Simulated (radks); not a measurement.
Problem. These are the eigenvalues of the occupied orbitals of an atom or ion with whole-number occupations (eV). Method: Dirac Kohn-Sham, PBE, spin-unpolarised, spherical densities, finite nucleus; Fermi nuclear charge, rms radius of each element as measured or else 0.836 A^(1/3) + 0.57 fm; computed with a radial shooting solver on a logarithmic mesh with Libxc functionals.

| orbital | eigenvalue |
|---|---|
| 1s1/2 | -41638.77 |
| 2s1/2 | -8924.930 |
| 2p1/2 | -8615.226 |
| 2p3/2 | -8188.201 |
| 3s1/2 | -3584.686 |
| 3p1/2 | -3474.542 |
| 3p3/2 | -3364.398 |

Which element is it, and in what charge state? The configuration may be excited. Open shells, if any, are shared by 2j + 1.

Solution. Z = 57, lanthanum, charge +44: La44+ in [Ne] 3s2 3p1. The list shows which subshells hold electrons but not how many an open one holds; the 1s level, -1530.2 hartree, gives Z - s = 55.3 by -(Z - s)^2/2, which with screening and relativity narrows Z to a few neighbours, and the depths of the outer levels then fix element, charge and occupations together.
